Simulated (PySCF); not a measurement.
CH3AlF (SMILES [CH3][Al][F]), doublet, geometry from GFN2-xTB (such geometries of metal compounds can be far from the true shape) (the spin is typed, not shown lowest); PySCF with PBE-D3ZERO/6-31G*.

Here is a job for PySCF.
```python
from pyscf import gto, scf, dft

mol = gto.Mole()
mol.atom = '''
    Al    0.440025   -0.099775    0.263339
    C    -0.053337    1.407430   -0.997494
    H    -0.866122    2.024723   -0.605639
    H    -0.370417    1.041093   -1.977514
    H     0.810400    2.058143   -1.151125
    F    -0.552685   -1.363497    0.699537
'''
mol.basis = '6-31g*'
mol.charge = 0
mol.spin = 1
mol.verbose = 4
mol.build()

mf = dft.UKS(mol)
mf.xc = 'pbe'
mf.disp = 'd3zero'
mf.kernel()
```

Problem. Write the output that PySCF gives for this input, abridged.

Solution. 
```
PySCF version 2.14.0

[INPUT] verbose = 4
[INPUT] num. atoms = 6
[INPUT] num. electrons = 31
[INPUT] charge = 0
[INPUT] spin (= nelec alpha-beta = 2S) = 1
[INPUT] symmetry False subgroup None
[INPUT] Mole.unit = angstrom
[INPUT] Symbol           X                Y                Z      unit          X                Y                Z       unit  Magmom
[INPUT]  1 Al     0.440025000000  -0.099775000000   0.263339000000 AA    0.831526737962  -0.188547424078   0.497638587917 Bohr   0.0
[INPUT]  2 C     -0.053337000000   1.407430000000  -0.997494000000 AA   -0.100792322306   2.659657239497  -1.884990470897 Bohr   0.0
[INPUT]  3 H     -0.866122000000   2.024723000000  -0.605639000000 AA   -1.636733370461   3.826171948108  -1.144491840355 Bohr   0.0
[INPUT]  4 H     -0.370417000000   1.041093000000  -1.977514000000 AA   -0.699986681883   1.967380640202  -3.736959867493 Bohr   0.0
[INPUT]  5 H      0.810400000000   2.058143000000  -1.151125000000 AA    1.531434051348   3.889326595191  -2.175310985140 Bohr   0.0
[INPUT]  6 F     -0.552685000000  -1.363497000000   0.699537000000 AA   -1.044423283155  -2.576635901666   1.321933344000 Bohr   0.0

nuclear repulsion = 87.495298425603
number of shells = 26
number of NR pGTOs = 117
number of NR cGTOs = 52
basis = 6-31g*
ecp = {}

******** <class 'pyscf.dft.uks.UKS'> ********
method = UKS
initial guess = minao
damping factor = 0
level_shift factor = 0
DIIS = <class 'pyscf.scf.diis.CDIIS'>
diis_start_cycle = 1
diis_space = 8
diis_damp = 0
SCF conv_tol = 1e-09
SCF conv_tol_grad = None
SCF max_cycles = 50
direct_scf = True
direct_scf_tol = 1e-13
number electrons alpha = 16  beta = 15
XC library pyscf.dft.libxc version 7.1.2
    S. Lehtola, C. Steigemann, M. J. T. Oliveira, and M. A. L. Marques,  SoftwareX 7, 1–5 (2018)
XC functionals = pbe
    J. P. Perdew, K. Burke, and M. Ernzerhof,  Phys. Rev. Lett. 77, 3865 (1996)
    J. P. Perdew, K. Burke, and M. Ernzerhof,  Phys. Rev. Lett. 78, 1396 (1997)
    J. P. Perdew, K. Burke, and M. Ernzerhof,  Phys. Rev. Lett. 77, 3865 (1996)
    J. P. Perdew, K. Burke, and M. Ernzerhof,  Phys. Rev. Lett. 78, 1396 (1997)
radial grids:
    Treutler-Ahlrichs [JCP 102, 346 (1995); DOI:10.1063/1.469408] (M4) radial grids

becke partition: Becke, JCP 88, 2547 (1988); DOI:10.1063/1.454033
pruning grids: <function nwchem_prune>
grids dens level: 3
symmetrized grids: False
atomic radii adjust function: <function treutler_atomic_radii_adjust>
small_rho_cutoff = 0
Set gradient conv threshold to 3.16228e-05
tot grids = 76984
Calc dispersion correction with DFTD3.
Parameters: xc=pbe, version=d3zero, atm=False
init E= -381.827116495142

cycle= 1 E= -381.753029034911  delta_E= 0.0741  |g|= 0.586  |ddm|=  1.5
cycle= 2 E= -380.670617049517  delta_E= 1.08  |g|= 1.74  |ddm|= 1.57
cycle= 3 E= -381.855577700696  delta_E= -1.18  |g|= 0.28  |ddm|=  1.2
cycle= 4 E= -381.895176495702  delta_E= -0.0396  |g|= 0.112  |ddm|= 0.366
cycle= 5 E= -381.901488257111  delta_E= -0.00631  |g|= 0.0154  |ddm|= 0.101
cycle= 6 E= -381.901617376614  delta_E= -0.000129  |g|= 0.00227  |ddm|= 0.0191
cycle= 7 E= -381.901620803129  delta_E= -3.43e-06  |g|= 0.000571  |ddm|= 0.00419
cycle= 8 E= -381.901621011366  delta_E= -2.08e-07  |g|= 0.000103  |ddm|= 0.000706
cycle= 9 E= -381.901621017763  delta_E= -6.4e-09  |g|= 2.03e-05  |ddm|= 0.000143
cycle= 10 E= -381.901621018152  delta_E= -3.89e-10  |g|= 6.83e-06  |ddm|= 4.13e-05
Extra cycle  E= -381.901621018158  delta_E= -6.08e-12  |g|= 7.77e-06  |ddm|= 1.53e-05
converged SCF energy = -381.901621018158  <S^2> = 0.75184925  2S+1 = 2.0018484
```
